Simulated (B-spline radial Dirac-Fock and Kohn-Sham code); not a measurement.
Elastic and transport cross sections of phosphorus for electrons

These are calculated numbers from an atomic code on a B-spline grid; the model is relativistic (Dirac) partial waves in the static field of the Dirac-Fock atom with Furness-McCarthy exchange, without polarisation or absorption potentials. Below a few hundred eV the neglected polarisation potential matters, most of all at small angles. σ_tr1 and σ_tr2 weight the cross section with 1 − P₁ and 1 − P₂ of cos θ; "backward" is the share scattered beyond 90°.

```
energy (eV)  σ (a₀²)  σ_tr1 (a₀²)  σ_tr2 (a₀²)  σ/σ_tr1  backward (%)
         50     31.5         14.2         15.2     2.22            20
       51.6     30.7         13.9         14.7     2.21            20
         54     29.7         13.6         14.0     2.19            19
       83.9     22.0         10.1         8.95     2.18            18
       87.8     21.4         9.73         8.57     2.20            18
       88.3     21.3         9.69         8.53     2.20            18
        100        ?            ?            ?        ?             ?
        111     18.7         7.98         6.93     2.34            17
        196     13.7         4.50         4.27     3.04            13
        200     13.5         4.40         4.20     3.08            13
        227     12.6         3.81         3.77     3.32            12
        288     11.1         2.87         3.07     3.86            11
        300     10.8         2.73         2.96     3.97            10
        424     8.83         1.75         2.15     5.05           7.8
        500     7.99         1.40         1.83     5.69           6.8
        588     7.21         1.12         1.55     6.42           5.8
        630     6.90         1.02         1.44     6.76           5.4
        638     6.85         1.00         1.42     6.82           5.3
```

Problem. Fill in the row for 100 eV.

Solution. σ = 19.8 a₀², σ_tr1 = 8.74 a₀², σ_tr2 = 7.60 a₀², σ/σ_tr1 = 2.27, backward 17 %. The ratio σ/σ_tr1 is roughly the number of elastic collisions that randomise the direction.
